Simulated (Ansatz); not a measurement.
`FB(Cl)Cl` + H₂Se → `ClB(Cl)[SeH]` + H–F at 400 K and 1 bar (ligand exchange at a B–F bond).

Isolated molecules relaxed with PBE0-D4/def2-TZVP in Ansatz; ΔE leaves out vibrations. CCSD(T)/CBS adds triple-zeta CCSD(T) − MP2 to the extrapolated MP2 energy (def2 sets, frozen cores). This one scheme is used for every species. For Se outer-core shells are correlated without core-valence functions, which leaves a few kJ/mol of doubt a bond. Scalar relativity is left out up to krypton. Each species was taken in one conformer, which may not be the lowest.

```csv
species,CCSD(T)/CBS energy (Eh),H − E (kJ/mol),S (J/(mol·K))
`FB(Cl)Cl`,-1044.28221,43.9,305.5
H₂Se,-2401.89790,49.4,229.5
`ClB(Cl)[SeH]`,-3345.76079,63.6,347.0
H–F,-100.39570,36.5,182.2
```

H − E and S are ideal-gas, rigid-rotor, harmonic terms from PBE0-D4/def2-TZVP, for one conformer and one mirror image of each species. 1 Eh = 2625.50 kJ/mol, R = 8.31446 J/(mol·K).

Question: By hand: ΔE, ΔH, ΔS and ΔG.

Answer: ΔE = (-3345.76079) + (-100.39570) − (-1044.28221) − (-2401.89790) = 0.02362 Eh = 62.0 kJ/mol. Δ(H − E) = 63.6 + 36.5 − 43.9 − 49.4 = 6.8, so ΔH = 68.8 kJ/mol. ΔS = 347.0 + 182.2 − 305.5 − 229.5 = -5.8 J/(mol·K). ΔG = 68.8 − 400 × (-5.8)/1000 = 71.1 kJ/mol.

Question: By hand: the equilibrium constant, and the temperature at which ΔG would vanish if ΔH and ΔS stayed fixed.

Answer: log₁₀ K = −ΔG/(RT ln 10) = -9.3. ΔH and −TΔS have one sign here, so there is no such temperature.

The number of gas molecules stays the same, so ΔS is small and ΔH decides. A doubt of 5 kJ/mol in ΔE shifts log₁₀ K by 0.7 here. Other conformers and mirror images would add mixing entropy, several J/(mol·K) or more a flexible species. These are equilibria of isolated gas molecules and say nothing of rates. Largest T1 diagnostic: 0.012 (customary marks: 0.02 for closed shells, 0.045 for open ones).

ΔS is within the doubt of such terms, so its sign, and with it that verdict, could turn.
